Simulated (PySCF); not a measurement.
Ranking problems on computed properties.

Each SMILES stands for a single optimised conformer of the isolated species, non-relativistic unless stated. Electronic properties by PySCF.

Dipoles, sizes and rotational constants follow the conformer. The torsions of the flexible species, by atom-mapped SMILES:
- `[CH3:1][O:2][C@@H:3]1[C@@H:4]([SiH3:5])[C@@H:6]1[C:7]#[N:8]`: C1–O2–C3–C4 152°
- `[SiH3:1][C:2]1=[CH:3][P:4]1[CH:5]1[CH2:6][CH2:7]1`: C3–P4–C5–C6 17°
- `[CH3:1][Si:2]([NH2:3])([NH2:4])[CH:5]1[CH2:6][CH2:7]1`: C1–Si2–C5–C6 -102°, H–N3–Si2–C1 -49°, H–N3–Si2–C1 177°, H–N4–Si2–C1 60°, H–N4–Si2–C1 -73°
- `[CH3:1][C@H:2]([CH2:3][F:4])[S:5](=[O:6])(=[O:7])[Cl:8]`: C1–C2–C3–F4 75°, C1–C2–S5–O6 -52°
- `[CH:1]#[C:2][C:3](=[O:4])[NH:5][CH2:6][CH2:7][SiH3:8]`: C2–C3–N5–C6 175°, C3–N5–C6–C7 -101°, N5–C6–C7–Si8 59°
- `[CH3:1][CH2:2][CH2:3][P@H:4](=[O:5])[C:6]([CH3:7])=[O:8]`: C1–C2–C3–P4 -62°, C2–C3–P4–O5 -47°, C3–P4–C6–C7 101°
- `[CH3:1][N:2]1[CH2:3][CH2:4][Si@@:5]1([CH3:6])[NH2:7]`: H–N7–Si5–C4 -108°, H–N7–Si5–C4 37°
- `[CH3:1][C@H:2]([F:3])[CH2:4][S:5](=[O:6])(=[O:7])[Cl:8]`: C1–C2–C4–S5 -73°, C2–C4–S5–O6 -49°
- `[CH3:1]/[CH:2]=[P:3]\[C:4]([F:5])([F:6])[F:7]`: C2–P3–C4–F5 -61°

The conformers of `C[C@]1(C#N)CC[SiH2]O1` aren't listed.

Problem. Rank by electronic spatial extent ⟨r²⟩ about the centre of nuclear charge, lowest first (PBE0/def2-SVPD at GFN2-xTB geometries).
A. `[SiH3]C1=CP1C1CC1`
B. `[SiH3]CCNC(=O)C#C`
C. `C[C@H](CF)S(=O)(=O)Cl`
D. `FC1=CC1`
E. `[SiH3][C@H]1[C@H](C#N)[C@@H]1OC`
F. `C[Si](N)(N)C1CC1`

Solution. D (237 bohr²), F (1039 bohr²), A (1232 bohr²), C (1281 bohr²), B (1382 bohr²), E (1394 bohr²).

Problem. Rank by HOMO–LUMO gap, highest first (PBE0/def2-SVPD at GFN2-xTB geometries).
A. `C[C@]1(C#N)CC[SiH2]O1`
B. `CO[C@@H]1[C@H]([C@@H]1C#N)[SiH3]`
C. `[SiH3]C1P(C2CC2)C=1`
D. `CCC[P@H](=O)C(C)=O`
E. `C#CC(=O)NCC[SiH3]`

Solution. A (8.59 eV), B (7.77 eV), E (6.71 eV), C (5.82 eV), D (5.62 eV).

Problem. By how much do the two ends of that ranking differ?

Solution. By 2.97 eV, between `C[C@]1(C#N)CC[SiH2]O1` and `CCC[P@H](=O)C(C)=O`.

Problem. Rank by smallest rotational constant, lowest first (GFN2-xTB).
A. `C[C@H](F)CS(=O)(=O)Cl`
B. `FC1C=C1`
C. `[Si@]1(N)(CCN1C)C`
D. `C/C=P\C(F)(F)F`
E. `C[C@H](CF)S(=O)(=O)Cl`
F. `FC1=CC1`

Solution. A (0.788 GHz), E (1.006 GHz), D (1.440 GHz), C (1.573 GHz), F (5.507 GHz), B (6.347 GHz).

Problem. Give the two extremes of that set in cm⁻¹.

Solution. `C[C@H](F)CS(=O)(=O)Cl`: 0.0263 cm⁻¹; `FC1C=C1`: 0.2117 cm⁻¹.

Problem. Rank by dipole moment, lowest first (PBE0/def2-SVPD at GFN2-xTB geometries).
A. `CO[C@@H]1[C@@H]([SiH3])[C@@H]1C#N`
B. `[SiH3]C1=CP1C1CC1`
C. `C[Si](N)(N)C1CC1`
D. `FC1=CC1`

Solution. C (0.31 D), D (1.21 D), B (1.40 D), A (4.10 D).

Problem. By how much do the two ends of that ranking differ?

Solution. By 3.79 D, between `CO[C@@H]1[C@@H]([SiH3])[C@@H]1C#N` and `C[Si](N)(N)C1CC1`.

Problem. Rank by lowest singlet excitation, highest first (TDDFT PBE0/def2-SVPD at GFN2-xTB geometries).
A. `CCC[P@H](=O)C(C)=O`
B. `CO[C@@H]1[C@@H]([SiH3])[C@@H]1C#N`
C. `C(NC(C#C)=O)C[SiH3]`
D. `FC1=CC1`
E. `C1(CC1)[Si](N)(C)N`
F. `C[C@H](CF)S(=O)(=O)Cl`

Solution. D (6.71 eV), B (6.55 eV), E (6.35 eV), F (5.95 eV), C (4.94 eV), A (3.63 eV).

Problem. By how much do the two ends of that ranking differ?

Solution. By 3.08 eV, between `FC1=CC1` and `CCC[P@H](=O)C(C)=O`.

Problem. Rank by lowest triplet excitation (Tamm–Dancoff), lowest first (TDA PBE0/def2-SVPD at GFN2-xTB geometries).
A. `CO[C@@H]1[C@@H]([SiH3])[C@@H]1C#N`
B. `C[C@]1(C#N)CC[SiH2]O1`
C. `C(F)[C@@H](C)S(=O)(Cl)=O`
D. `[SiH3]C1=CP1C1CC1`
E. `C[Si](N)(N)C1CC1`
F. `FC1=CC1`
G. `O=C(C)[P@@H](=O)CCC`

Solution. G (3.02 eV), D (3.69 eV), F (4.39 eV), C (5.31 eV), A (5.91 eV), E (6.10 eV), B (6.37 eV).

Problem. Give the two extremes of that set in kJ/mol.

Solution. `CCC[P@H](=O)C(C)=O`: 291 kJ/mol; `C[C@]1(C#N)CC[SiH2]O1`: 614 kJ/mol.
